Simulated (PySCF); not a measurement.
Species: C7H10F (doublet state).
Cartesian coordinates in Å at the GFN2-xTB level; atoms count from 1:
```xyz
18
C7H10F angstrom
C     -1.4959    1.7622    1.3905
C     -0.8530    0.8875    0.5996
C      0.1737    0.0448    0.3106
C      1.4668   -0.5753    0.5910
C      2.5370   -0.0988   -0.4025
C     -0.9123    0.1385   -0.7024
C     -1.8987   -0.9974   -0.8627
F     -1.3686   -1.9994   -1.6508
H     -2.4378    2.1909    1.0973
H     -1.0833    2.0598    2.3386
H      1.3704   -1.6625    0.4926
H      1.7770   -0.3424    1.6128
H      3.4836   -0.5901   -0.1925
H      2.6750    0.9770   -0.3220
H      2.2375   -0.3373   -1.4199
H     -0.7268    0.6691   -1.6349
H     -2.8169   -0.6688   -1.3619
H     -2.1366   -1.4517    0.1050
```

The hyperfine couplings belong to this conformer and change with its torsions.

Identity: `C1([C@H](C=1[CH2])CF)CC` [radical].

Method: UKS B3LYP, pcH-1 on C F H, non-relativistic, mean-field spin-orbit, GIAO (PySCF 2.14.0). Geometry: GFN2-xTB, one conformer, isolated molecule. Couplings are sensitive to structure, and on GFN2-xTB geometries they can be far from those on DFT ones. No stability test was run, so a lower SCF solution isn't excluded. ⟨S²⟩ is 0.773 where a pure state has 0.75.

(1) The isotropic 1H couplings, averaged over equivalent nuclei, are +61.7, +56.9, -37.4, -35.4, +5.5, +3.2, -2.0, +0.9 MHz. Assign them to H9; H10; H11; H12; H13/H14/H15; H16; H17; H18.

Answers

(1) 
```
       site  a_iso (MHz)  ρ(0) (bohr⁻³)         position  distance from C3 (Å)  bound to  spin population there  largest |T| (MHz)
         H9        -37.4        -0.0084   1 bond from C1                  3.47        C1                  +0.61               21.7
        H10        -35.4        -0.0079   1 bond from C1                  3.12        C1                  +0.61               20.8
        H11        +61.7        +0.0138  2 bonds from C3                  2.09        C4                  -0.05                6.4
        H12         +3.2        +0.0007  2 bonds from C3                  2.10        C4                  -0.05                6.1
H13/H14/H15         +0.9        +0.0002  3 bonds from C3                  2.96        C5                  +0.03                4.4
        H16        +56.9        +0.0127  2 bonds from C3                  2.23        C6                  -0.04                4.8
        H17         +5.5        +0.0012  3 bonds from C3                  3.50        C7                  +0.02                2.8
        H18         -2.0        -0.0005  3 bonds from C3                  2.76        C7                  +0.02                4.1
```

ρ(0) is the spin density at the nucleus and T the dipolar tensor; entries for several nuclei are means. The Mulliken spin populations are largest on C3 (+0.66), C1 (+0.61) and C2 (-0.24). The positive populations add up to 1.38 and the negative ones to -0.38, together 2S = 1. The angles at C3 add up to 359.9°, so it is planar. Main spin sites, with 60 % or more of the largest population: C1, C3; positions count bonds from the nearest.

Class means assume fast exchange of nuclei equivalent by connectivity; if that motion is slow, each nucleus keeps its own coupling. H9 and H10 aren't averaged: C1 is flat or nearly so (angle sum 360°), and its turn about the short C1–C2 bond (1.34 Å) is taken as slow. The three 1H nuclei of mean +0.9 MHz run from -2.7 to 7.9 MHz in the frozen geometry.
